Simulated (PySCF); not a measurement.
Isomers of [C6H4NS]+ (charge +1), one GFN2-xTB conformer each. Single-point energies are computed at PBE0/pcSseg-1 (PySCF, gas phase, no added dispersion term), electronic only.

Question: Rank them by PBE0/pcSseg-1 energy, lowest first (kJ/mol).
A. `N#Cc1ccc[s+]c1`
B. `N#Cc1cc[s+]cc1`

Answer: B (0.0), A (6.5).

Neighbours under 21 kJ/mol apart (N#Cc1cc[s+]cc1 and N#Cc1ccc[s+]c1) can change places with a better method, another conformer or zero-point energy. GFN2-xTB itself gives, in the same order: 0.0, 4.6. Both levels put the same isomer lowest.

Which frontier levels and rotational constants go with these structures?

```json
{"SMILES": "N#Cc1cc[s+]cc1", "HOMO (eV, PBE0/pcSseg-1)": "-13.84", "LUMO (eV)": "-8.81", "A, B, C (MHz)": "5154, 1159, 946.1"}
{"SMILES": "N#Cc1ccc[s+]c1", "HOMO (eV, PBE0/pcSseg-1)": "-13.63", "LUMO (eV)": "-8.63", "A, B, C (MHz)": "4074, 1289, 979.0"}
```

As an exercise, what shares would exp(−E/RT) give at 298.15 K from these electronic energies alone (no entropy, no degeneracies)?

RT = 2.479 kJ/mol: N#Cc1cc[s+]cc1 93.1 %, N#Cc1ccc[s+]c1 6.9 %.
